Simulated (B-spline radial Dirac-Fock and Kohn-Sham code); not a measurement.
**Eu⁴⁺: non-radiative channels of the 3s vacancy**

System: europium as Eu⁴⁺, configuration [Xe] 4f5.

Model: independent-particle rates on relativistic LDA orbitals of the hole state (multipoles up to L = 3, Coulomb Auger matrix elements, transition energies from Dirac-Fock). Program: an atomic code on a B-spline grid. Kinetic energies are configuration averages from the vacuum level; the two-hole energies are estimated from single-hole states.

| transition | kinetic energy (eV) | width (meV) | share (%) |
| --- | --- | --- | --- |
| M1-M3N4 | 87.25 | 790 | 8.2 |
| M1-M3N5 | 92.97 | 1140 | 11.8 |
| M1-M2N6 | 102.2 | 312 | 3.2 |
| M1-M2N7 | 102.7 | 422 | 4.4 |
| M1-M4N1 | 179.1 | 460 | 4.8 |
| M1-M5N1 | 207.2 | 663 | 6.9 |
| M1-M3N6 | 234.7 | 948 | 9.9 |
| M1-M3O3 | 234.8 | 282 | 2.9 |
| M1-M3N7 | 235.6 | 1200 | 12.5 |
| M1-M5N5 | 444.7 | 317 | 3.3 |

Coster-Kronig rates are the weakest part of this model and often come out 1.5 to 2.5 times too large. The listed channels hold 68 % of the non-radiative rate. Summed by principal shells, of 9.62 eV in all: MMN 77.5 %, MMO 15.2 %, MNN 6.1 %, MNO 1.1 %.

Values without a named source are computed, but for edge energies of neutral atoms, which are taken from tables.
